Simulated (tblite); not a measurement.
C8H16NO (charge +1).
Atom-mapped SMILES: `[CH3:1][O:2]/[CH:3]=[CH:4]/[CH:5]=[CH:6]/[N+:7]([CH3:8])([CH3:9])[CH3:10]` (hydrogens: H11, H12, H13 on C1; H14 on C3; H15 on C4; H16 on C5; H17 on C6; H18, H19, H20 on C8; H21, H22, H23 on C9; H24, H25, H26 on C10)
Bond orders are those of one Lewis drawing.

Computed with GFN2-xTB (tblite), gas phase: L-BFGS steps from a force-field or distance-geometry start until the largest atomic force falls under 0.01 eV/Å.

Step 6: E = -866.0946 eV
```
atom  x, y, z in Å  |  force x, y, z in eV/Å
C1      4.6854   -0.1295    0.1013   -0.059   0.055  -0.042
O2      4.0811    0.7473   -0.8376   -0.072  -0.056   0.054
C3      2.7643    0.8132   -0.9152   -0.017  -0.026   0.035
C4      1.8381    0.1375   -0.1984    0.056   0.021  -0.027
C5      0.4359    0.3157   -0.3973    0.001  -0.013   0.026
C6     -0.4998   -0.3447    0.2970   -0.008   0.018  -0.021
N7     -1.9457   -0.1646    0.0950   -0.220  -0.055   0.069
C8     -2.3163   -0.5287   -1.2888   -0.011   0.001  -0.016
C9     -2.3300    1.2361    0.3725    0.011   0.007  -0.001
C10    -2.6882   -1.0457    1.0223    0.024   0.017  -0.022
H11     5.7596   -0.0096   -0.0205   -0.006   0.022  -0.026
H12     4.4031    0.1416    1.1223   -0.005  -0.037  -0.023
H13     4.4096   -1.1673   -0.1030   -0.008   0.019   0.031
H14     2.4694    1.5260   -1.6775   -0.024  -0.004   0.004
H15     2.1387   -0.5696    0.5576   -0.004  -0.028   0.027
H16     0.1418    1.0292   -1.1533    0.081   0.052  -0.062
H17    -0.2380   -1.0602    1.0560   -0.015  -0.018   0.020
H18    -3.3932   -0.4744   -1.4339   -0.041   0.038   0.082
H19    -1.9857   -1.5398   -1.5061    0.030  -0.124   0.038
H20    -1.8406    0.1343   -2.0013    0.082   0.138  -0.057
H21    -2.0058    1.5171    1.3705    0.017  -0.035   0.110
H22    -1.8548    1.9105   -0.3306    0.066   0.038  -0.127
H23    -3.4080    1.3677    0.3032   -0.029  -0.080  -0.030
H24    -2.4449   -0.8035    2.0533    0.060   0.054   0.057
H25    -2.4338   -2.0863    0.8402    0.061  -0.063  -0.043
H26    -3.7632   -0.9299    0.8889    0.032   0.060  -0.057
```

Step 7: E = -866.0988 eV
```
atom  x, y, z in Å  |  force x, y, z in eV/Å
C1      4.6826   -0.1296    0.1016   -0.021   0.039  -0.037
O2      4.0806    0.7475   -0.8379   -0.080  -0.073   0.074
C3      2.7646    0.8129   -0.9147   -0.077  -0.026   0.032
C4      1.8388    0.1367   -0.1972    0.044   0.014  -0.021
C5      0.4359    0.3166   -0.3975    0.071   0.043  -0.038
C6     -0.4999   -0.3421    0.2956   -0.084  -0.046   0.033
N7     -1.9475   -0.1645    0.0948   -0.126  -0.035   0.048
C8     -2.3172   -0.5285   -1.2888    0.017   0.007   0.003
C9     -2.3309    1.2358    0.3722    0.024  -0.010  -0.003
C10    -2.6862   -1.0454    1.0221    0.006  -0.009   0.009
H11     5.7558   -0.0046   -0.0258   -0.005  -0.009   0.007
H12     4.4017    0.1398    1.1246    0.003  -0.032  -0.063
H13     4.4081   -1.1695   -0.1012    0.003   0.067   0.026
H14     2.4677    1.5254   -1.6771   -0.018  -0.012   0.013
H15     2.1382   -0.5718    0.5595   -0.012   0.003  -0.003
H16     0.1477    1.0321   -1.1571    0.076   0.003  -0.005
H17    -0.2451   -1.0604    1.0557    0.019   0.012  -0.007
H18    -3.3951   -0.4716   -1.4288   -0.013   0.021   0.043
H19    -1.9840   -1.5413   -1.5013   -0.002  -0.072   0.013
H20    -1.8376    0.1383   -1.9972    0.041   0.085  -0.053
H21    -2.0038    1.5120    1.3720   -0.017  -0.012   0.060
H22    -1.8516    1.9058   -0.3339    0.027   0.042  -0.080
H23    -3.4102    1.3623    0.3008    0.011  -0.041  -0.015
H24    -2.4417   -0.7997    2.0541    0.035   0.015  -0.003
H25    -2.4312   -2.0872    0.8369    0.041  -0.008  -0.010
H26    -3.7608   -0.9266    0.8851    0.038   0.034  -0.025
```

Step 8: E = -866.1006 eV
```
atom  x, y, z in Å  |  force x, y, z in eV/Å
C1      4.6811   -0.1291    0.1012    0.002   0.014  -0.017
O2      4.0791    0.7466   -0.8370   -0.071  -0.039   0.039
C3      2.7636    0.8127   -0.9142   -0.061  -0.020   0.023
C4      1.8394    0.1362   -0.1966   -0.012  -0.002  -0.002
C5      0.4366    0.3176   -0.3981    0.003  -0.014   0.018
C6     -0.5014   -0.3416    0.2954   -0.022   0.004  -0.022
N7     -1.9499   -0.1649    0.0952   -0.014  -0.011   0.013
C8     -2.3173   -0.5284   -1.2893    0.022   0.009   0.005
C9     -2.3309    1.2360    0.3721    0.023  -0.009  -0.007
C10    -2.6853   -1.0457    1.0226   -0.001  -0.014   0.014
H11     5.7540   -0.0026   -0.0281   -0.002  -0.016   0.016
H12     4.4011    0.1384    1.1246    0.003  -0.020  -0.054
H13     4.4075   -1.1695   -0.0999    0.004   0.060   0.016
H14     2.4667    1.5249   -1.6766   -0.019  -0.009   0.012
H15     2.1378   -0.5728    0.5603   -0.011   0.008  -0.007
H16     0.1518    1.0334   -1.1589    0.065  -0.007   0.007
H17    -0.2479   -1.0603    1.0554    0.031   0.015  -0.009
H18    -3.3963   -0.4700   -1.4257    0.014   0.011   0.015
H19    -1.9832   -1.5432   -1.4989   -0.023  -0.014   0.001
H20    -1.8356    0.1416   -1.9962    0.005   0.028  -0.020
H21    -2.0032    1.5095    1.3738   -0.034  -0.003   0.011
H22    -1.8497    1.9043   -0.3368   -0.005   0.018  -0.027
H23    -3.4111    1.3592    0.2995    0.032  -0.013  -0.008
H24    -2.4396   -0.7976    2.0545    0.019  -0.006  -0.026
H25    -2.4293   -2.0878    0.8352    0.026   0.018   0.009
H26    -3.7591   -0.9244    0.8829    0.024   0.012  -0.002
```

Step 9: E = -866.1014 eV
```
atom  x, y, z in Å  |  force x, y, z in eV/Å
C1      4.6808   -0.1286    0.1007    0.008   0.003  -0.006
O2      4.0773    0.7457   -0.8361   -0.042  -0.005   0.005
C3      2.7624    0.8123   -0.9137   -0.048  -0.010   0.011
C4      1.8390    0.1359   -0.1963   -0.039  -0.019   0.018
C5      0.4367    0.3175   -0.3978   -0.016  -0.009   0.009
C6     -0.5021   -0.3414    0.2950   -0.010  -0.003  -0.011
N7     -1.9510   -0.1652    0.0956    0.042   0.006  -0.011
C8     -2.3169   -0.5283   -1.2896    0.017   0.009   0.002
C9     -2.3305    1.2361    0.3720    0.017  -0.005  -0.008
C10    -2.6852   -1.0462    1.0230    0.005  -0.006   0.004
H11     5.7536   -0.0024   -0.0283    0.001  -0.011   0.010
H12     4.4010    0.1377    1.1236   -0.002  -0.008  -0.024
H13     4.4074   -1.1683   -0.0992    0.000   0.028   0.007
H14     2.4660    1.5246   -1.6763   -0.020  -0.008   0.012
H15     2.1375   -0.5729    0.5604   -0.008   0.003  -0.002
H16     0.1541    1.0337   -1.1593    0.056  -0.011   0.013
H17    -0.2478   -1.0600    1.0553    0.027   0.020  -0.014
H18    -3.3963   -0.4693   -1.4245    0.023   0.009   0.004
H19    -1.9835   -1.5442   -1.4982   -0.028   0.015  -0.002
H20    -1.8348    0.1432   -1.9964   -0.010  -0.002   0.003
H21    -2.0037    1.5088    1.3748   -0.034   0.000  -0.010
H22    -1.8492    1.9044   -0.3383   -0.015   0.000   0.000
H23    -3.4107    1.3580    0.2989    0.031  -0.002  -0.007
H24    -2.4386   -0.7971    2.0544    0.015  -0.010  -0.021
H25    -2.4282   -2.0878    0.8349    0.020   0.017   0.014
H26    -3.7583   -0.9236    0.8822    0.008   0.002   0.006
```

Q: Estimate the geometry and energy of step 10. (The exact step hangs on the optimiser's Hessian estimate; all steps are aligned on step 9, rigid shifts and turns removed.)

A: E = -866.1019 eV, largest force 0.059 eV/Å
```
atom  x, y, z in Å  |  force x, y, z in eV/Å
C1      4.6806   -0.1281    0.1002    0.004   0.000  -0.001
O2      4.0751    0.7449   -0.8353   -0.017   0.022  -0.023
C3      2.7606    0.8119   -0.9131   -0.023  -0.005   0.004
C4      1.8381    0.1353   -0.1958   -0.045  -0.025   0.026
C5      0.4365    0.3173   -0.3976   -0.028  -0.012   0.009
C6     -0.5028   -0.3414    0.2946    0.008  -0.002  -0.007
N7     -1.9511   -0.1654    0.0957    0.054   0.011  -0.021
C8     -2.3164   -0.5279   -1.2896    0.007   0.007  -0.002
C9     -2.3298    1.2359    0.3717    0.009  -0.001  -0.008
C10    -2.6849   -1.0464    1.0232    0.012   0.007  -0.010
H11     5.7533   -0.0024   -0.0283    0.005  -0.003   0.003
H12     4.4009    0.1370    1.1224   -0.006   0.004   0.008
H13     4.4073   -1.1670   -0.0986   -0.005  -0.008  -0.003
H14     2.4651    1.5242   -1.6758   -0.025  -0.007   0.010
H15     2.1371   -0.5730    0.5605   -0.004  -0.010   0.011
H16     0.1570    1.0337   -1.1594    0.040  -0.003   0.004
H17    -0.2473   -1.0594    1.0548    0.025   0.013  -0.008
H18    -3.3959   -0.4686   -1.4235    0.021   0.009  -0.003
H19    -1.9842   -1.5446   -1.4978   -0.025   0.025  -0.006
H20    -1.8345    0.1443   -1.9966   -0.014  -0.017   0.013
H21    -2.0047    1.5083    1.3752   -0.027   0.004  -0.017
H22    -1.8491    1.9045   -0.3394   -0.015  -0.008   0.013
H23    -3.4099    1.3571    0.2984    0.020   0.003  -0.009
H24    -2.4375   -0.7970    2.0539    0.014  -0.009  -0.008
H25    -2.4270   -2.0875    0.8349    0.016   0.007   0.013
H26    -3.7575   -0.9229    0.8819   -0.002  -0.004   0.010
```

The energy changes by -0.0005 eV. The first-order estimate −F·Δx gives -0.0007 eV and the mean of the old and new forces, exact on a quadratic surface, -0.0005 eV. The step makes an angle of 40° with the force vector and moves no atom by more than 0.003 Å.

What follows is the cost of the whole relaxation. The run took 0.41 s on one thread of an Arm Neoverse N1, no GPU, shared host with 48 logical CPUs at a one-minute load of 29.
